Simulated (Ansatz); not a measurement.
C2H6BNO, SMILES C1B(OC1)N.

Coordinates come from a PBE0-D3(BJ)/def2-SVP optimisation. The structure was generated by enumeration, and PubChem lists no compound with its InChIKey, so it may never have been made. One conformer was computed; it need not be the lowest.

Two levels are set side by side: PBE/def2-SVPD (Ansatz, a program for electronic structure) and PBE0/def2-SVPD (Ansatz). Energy differences of separate SCF runs at the same geometry; the states with an electron removed or added have multiplicity 2 and 2. Differences are taken from unrounded values.

```
quantity                           PBE0
---------------------------------  ----
vertical ionisation energy (eV)    9.74
vertical singlet–triplet gap (eV)  6.48
```

**Question.** What does PBE give, and how far is it from PBE0? (An estimate is asked for; the answer gives what the named calculation found.)

**Answer.** 
```json
[
 {"quantity": "vertical ionisation energy (eV)", "PBE": "9.41", "PBE minus PBE0": "-0.33"},
 {"quantity": "vertical singlet–triplet gap (eV)", "PBE": "6.12", "PBE minus PBE0": "-0.36"}
]
```
